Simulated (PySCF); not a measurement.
Lowest empty level (eV) of eight compounds of closed-shell metals: PBE beside HF, computed with PySCF for isolated molecules in the bases named; differences from unrounded values. The eight are the first of their class met in an unordered collection, after screening for sound electronic states; none was chosen by its value. Each molecule has one DFT geometry for both levels.

```
molecule                                                            basis    HF    PBE  difference
--------------------------------------------------------------  ---------  ----  -----  ----------
CH₆AlClGe, SMILES [CH3][Al]([Cl])[GeH3]                         def2-TZVP  1.19  -2.32       -3.51
Al(Cl)(OH)(OSiH3) (AlClH₄O₂Si), SMILES [OH][Al]([Cl])[O][SiH3]  def2-TZVP  2.01  -1.79       -3.81
Zn(SMe)(SeH) (CH4SSeZn), SMILES C[S][Zn][SeH]                   def2-TZVP  1.73  -1.79       -3.52
AlH₇O₂Si₂, SMILES [OH][Al]([OH])[SiH2][SiH3]                    def2-TZVP  1.88  -1.67       -3.55
Al(H)(OMe)2 (C₂H₇AlO₂), SMILES [O]([AlH][O]C)C                  def2-TZVP  2.44  -0.86       -3.30
Al(Cl)(Me)(NCO) (C₂H₃AlClNO), SMILES [CH3][Al]([Cl])[N]=C=O     def2-TZVP  1.75  -1.93       -3.68
Mg(Et)(OMe) (C₃H₈MgO), SMILES C[O][Mg][CH2]C                    def2-TZVP  1.27  -1.49       -2.75
C3H9AlO, SMILES CC[O][AlH][CH3]                                 def2-TZVP  2.10  -1.26       -3.36
```

PBE lies below HF in 8 and above it in 0 of the eight; the mean signed difference is -3.44 and the largest -3.81 eV.
